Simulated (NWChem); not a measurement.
# tetralin (C10H12); SMILES c1ccc2c(c1)CCCC2

```xyz
22

C      0.0179    -0.6973    -2.5730
C     -0.0179     0.6973    -2.5730
C     -0.0369     1.3816    -1.3629
C     -0.0200     0.7027    -0.1371
C      0.0200    -0.7027    -0.1371
C      0.0369    -1.3816    -1.3629
C      0.0812    -1.4863     1.1537
C     -0.3425    -0.6798     2.3742
C      0.3425     0.6798     2.3742
C     -0.0812     1.4863     1.1537
H      0.0305    -1.2500    -3.5158
H     -0.0305     1.2500    -3.5158
H     -0.0653     2.4757    -1.3600
H      0.0653    -2.4757    -1.3600
H     -0.5284    -2.3998     1.0583
H      1.1203    -1.8370     1.2976
H     -0.1097    -1.2391     3.2942
H     -1.4377    -0.5349     2.3645
H      1.4377     0.5349     2.3645
H      0.1097     1.2391     3.2942
H     -1.1203     1.8370     1.2976
H      0.5284     2.3998     1.0583
```
Atoms are numbered in this order, from 1.

All runs: NWChem. Pople sets run with spherical d functions. The geometry was optimised at PBE0/def2-SVP. Not confirmed as a minimum by frequencies. Level: PBE0/6-31G* with COSMO at NWChem's default radii, gas-phase geometry; the question gives the dielectric constant.

Q: Predict the results for dielectric constant 3.9. Quantities: electrostatic solvation energy (kcal/mol); dipole in solution (D).

A: 
```json
{
 "electrostatic solvation energy (kcal/mol)": "-2.3",
 "dipole in solution (D)": "0.81"
}
```
